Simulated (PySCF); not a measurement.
# Working out the ionisation energy of Te²⁺

Te²⁺ [Kr] 4d10 5s2 5p2 (3P) → Te³⁺ [Kr] 4d10 5s2 5p1 (2P). All numbers are calculated (PySCF 2.14, scalar relativity through the core potential, in aug-cc-pwCVTZ-PP with ECP28MDF (8s7p6d4f1g, 96 functions)). Frozen: 4s2 4p6 4d10. Energies in hartree (1 hartree = 27.21139 eV):

```
            part  Te²⁺ (lower)  Te³⁺ (upper)
             UHF   -266.048258   -265.057181
CCSD correlation     -0.063148     -0.048999
             (T)     -0.001392     -0.000601
```

Question: What does Hartree-Fock give?

Answer: (-265.057181) − (-266.048258) = 0.991077 hartree = 26.969 eV.

Question: What do CCSD and CCSD(T) give?

Answer: The CCSD correlation energies differ by 0.014149 hartree = 0.385 eV and the triples by 0.000791 hartree = 0.022 eV, so CCSD gives 27.354 eV and CCSD(T) 27.376 eV.

Reference: 27.84 ± 0.04 eV (measured; NIST Atomic Spectra Database, ionization energies), between the lowest levels; spin-orbit coupling is absent from the calculation.

What remains against the reference includes basis incompleteness, the frozen core and higher excitations.
